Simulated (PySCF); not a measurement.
SMILES CC(CCC#C)(C)C, GFN2-xTB optimised geometry.

```
22

C     -1.39    -2.72    -3.66
C     -0.89    -2.30    -2.66
C     -0.30    -1.77    -1.44
C     -0.69    -0.30    -1.27
C     -0.14     0.38     0.00
C     -0.65    -0.31     1.26
C      1.39     0.38     0.00
C     -0.64     1.83     0.00
H     -1.82    -3.10    -4.54
H      0.79    -1.87    -1.51
H     -0.65    -2.36    -0.60
H     -1.78    -0.23    -1.25
H     -0.35     0.26    -2.14
H     -0.24    -1.31     1.36
H     -0.36     0.26     2.15
H     -1.74    -0.39     1.25
H      1.77     0.82    -0.92
H      1.78    -0.63     0.10
H      1.76     0.97     0.84
H     -0.27     2.36     0.88
H     -0.29     2.36    -0.89
H     -1.72     1.87     0.01
```

Density from PBE/def2-SVP in PySCF at that geometry.

Minimum of the electron density along straight lines between bonded atoms, close to the bond critical point (lines longer than 1.1 times the sum of covalent radii, or with two minima, are not listed):

```json
[
 {"bond": "C1–C2", "length / Å": "1.197", "ρ at the minimum / e bohr⁻³": "0.399", "∇²ρ there / e bohr⁻⁵": "-1.04", "position (fraction from the first atom)": "0.48"},
 {"bond": "C2–C3", "length / Å": "1.449", "ρ at the minimum / e bohr⁻³": "0.268", "∇²ρ there / e bohr⁻⁵": "-0.63", "position (fraction from the first atom)": "0.52"},
 {"bond": "C3–C4", "length / Å": "1.533", "ρ at the minimum / e bohr⁻³": "0.236", "∇²ρ there / e bohr⁻⁵": "-0.51", "position (fraction from the first atom)": "0.51"},
 {"bond": "C4–C5", "length / Å": "1.539", "ρ at the minimum / e bohr⁻³": "0.238", "∇²ρ there / e bohr⁻⁵": "-0.51", "position (fraction from the first atom)": "0.50"},
 {"bond": "C5–C6", "length / Å": "1.531", "ρ at the minimum / e bohr⁻³": "0.240", "∇²ρ there / e bohr⁻⁵": "-0.52", "position (fraction from the first atom)": "0.50"},
 {"bond": "C5–C7", "length / Å": "1.531", "ρ at the minimum / e bohr⁻³": "0.241", "∇²ρ there / e bohr⁻⁵": "-0.52", "position (fraction from the first atom)": "0.50"},
 {"bond": "C5–C8", "length / Å": "1.533", "ρ at the minimum / e bohr⁻³": "0.240", "∇²ρ there / e bohr⁻⁵": "-0.52", "position (fraction from the first atom)": "0.50"},
 {"bond": "C1–H9", "length / Å": "1.049", "ρ at the minimum / e bohr⁻³": "0.291", "∇²ρ there / e bohr⁻⁵": "-1.18", "position (fraction from the first atom)": "0.65"},
 {"bond": "C3–H10", "length / Å": "1.093", "ρ at the minimum / e bohr⁻³": "0.273", "∇²ρ there / e bohr⁻⁵": "-0.98", "position (fraction from the first atom)": "0.63"},
 {"bond": "C3–H11", "length / Å": "1.093", "ρ at the minimum / e bohr⁻³": "0.273", "∇²ρ there / e bohr⁻⁵": "-0.98", "position (fraction from the first atom)": "0.63"},
 {"bond": "C4–H12", "length / Å": "1.093", "ρ at the minimum / e bohr⁻³": "0.274", "∇²ρ there / e bohr⁻⁵": "-0.98", "position (fraction from the first atom)": "0.63"},
 {"bond": "C4–H13", "length / Å": "1.093", "ρ at the minimum / e bohr⁻³": "0.274", "∇²ρ there / e bohr⁻⁵": "-0.98", "position (fraction from the first atom)": "0.63"},
 {"bond": "C6–H14", "length / Å": "1.087", "ρ at the minimum / e bohr⁻³": "0.274", "∇²ρ there / e bohr⁻⁵": "-0.98", "position (fraction from the first atom)": "0.63"},
 {"bond": "C6–H15", "length / Å": "1.088", "ρ at the minimum / e bohr⁻³": "0.274", "∇²ρ there / e bohr⁻⁵": "-0.98", "position (fraction from the first atom)": "0.63"},
 {"bond": "C6–H16", "length / Å": "1.088", "ρ at the minimum / e bohr⁻³": "0.274", "∇²ρ there / e bohr⁻⁵": "-0.98", "position (fraction from the first atom)": "0.63"},
 {"bond": "C7–H17", "length / Å": "1.088", "ρ at the minimum / e bohr⁻³": "0.274", "∇²ρ there / e bohr⁻⁵": "-0.98", "position (fraction from the first atom)": "0.63"},
 {"bond": "C7–H18", "length / Å": "1.087", "ρ at the minimum / e bohr⁻³": "0.274", "∇²ρ there / e bohr⁻⁵": "-0.98", "position (fraction from the first atom)": "0.63"},
 {"bond": "C7–H19", "length / Å": "1.088", "ρ at the minimum / e bohr⁻³": "0.274", "∇²ρ there / e bohr⁻⁵": "-0.98", "position (fraction from the first atom)": "0.63"},
 {"bond": "C8–H20", "length / Å": "1.088", "ρ at the minimum / e bohr⁻³": "0.274", "∇²ρ there / e bohr⁻⁵": "-0.98", "position (fraction from the first atom)": "0.63"},
 {"bond": "C8–H21", "length / Å": "1.088", "ρ at the minimum / e bohr⁻³": "0.274", "∇²ρ there / e bohr⁻⁵": "-0.98", "position (fraction from the first atom)": "0.63"},
 {"bond": "C8–H22", "length / Å": "1.088", "ρ at the minimum / e bohr⁻³": "0.274", "∇²ρ there / e bohr⁻⁵": "-0.98", "position (fraction from the first atom)": "0.63"}
]
```
